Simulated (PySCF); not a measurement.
Isomers of C2H8N2Si2. Theory: TDDFT PBE0/def2-SVPD, vertical, gas phase, core orbitals frozen in the response in PySCF. Geometries: GFN2-xTB; one conformer of each isolated species. Triplets are in the Tamm–Dancoff approximation.

A. `N#C[SiH2]CN[SiH3]`
B. `C=C[SiH]1N[SiH2]N1`
C. `N#C[SiH2]C[SiH2]N`
D. `N#C[SiH2]NC[SiH3]`

Lowest singlet levels (six at most, fewer where fewer were computed) with oscillator strengths:

1. 204 nm (f 0.005); 201 nm (f 0.006); 191 nm (f 0.004); 174 nm (f 0.004); 170 nm (f 0.005); 168 nm (f 0.031); T1 5.88 eV
2. 234 nm (f 0.023); 208 nm (f 0.014); 194 nm (f 0.025); 177 nm (f 0.009); 177 nm (f 0.006); 173 nm (f 0.010); T1 4.98 eV
3. 259 nm (f 0.021); 244 nm (f 0.001); 209 nm (f 0.004); 201 nm (f 0.000); 193 nm (f 0.003); 188 nm (f 0.138); T1 4.09 eV
4. 230 nm (f 0.002); 213 nm (f 0.059); 210 nm (f 0.013); 193 nm (f 0.003); 180 nm (f 0.001); 177 nm (f 0.066); T1 5.15 eV

Task: Match each spectrum to its molecule.

Result: 1 = C, 2 = D, 3 = B, 4 = A.
- A: S1 at 5.38 eV, HOMO→LUMO (78%), HOMO→LUMO+2 (21%); Löwdin shares by element: HOMO nitrogen 53% or more, carbon 13% or more, silicon 9% or more, hydrogen 5% or more (atoms not listed hold the other 19%); LUMO carbon 27%, silicon 25% or more, nitrogen 18% or more (atoms not listed hold the other 31%); HOMO -7.16 and LUMO -0.59 eV.
- B: S1 at 4.79 eV, HOMO→LUMO (97%); Löwdin shares by element: HOMO nitrogen 76%, silicon 11%; LUMO carbon 49%, silicon 23% (atoms not listed hold the other 28%); HOMO -6.87 and LUMO -0.87 eV.
- C: S1 at 6.09 eV, HOMO→LUMO (73%), HOMO→LUMO+1 (23%); Löwdin shares by element: HOMO nitrogen 60% or more, hydrogen 15% or more, silicon 14% or more; LUMO carbon 32%, nitrogen 23% or more, silicon 23% or more (atoms not listed hold the other 23%); HOMO -7.63 and LUMO -0.53 eV.
- D: S1 at 5.31 eV, HOMO→LUMO (98%); Löwdin shares by element: HOMO nitrogen 52% or more, carbon 16% or more, silicon 14% (atoms not listed hold the other 18%); LUMO silicon 26% or more, nitrogen 25%, carbon 20% or more (atoms not listed hold the other 29%); HOMO -7.36 and LUMO -0.79 eV.
A and D have S1 within 0.08 eV of each other; their strongest listed levels stand at 7.00 eV (f 0.066) and 6.41 eV (f 0.025).
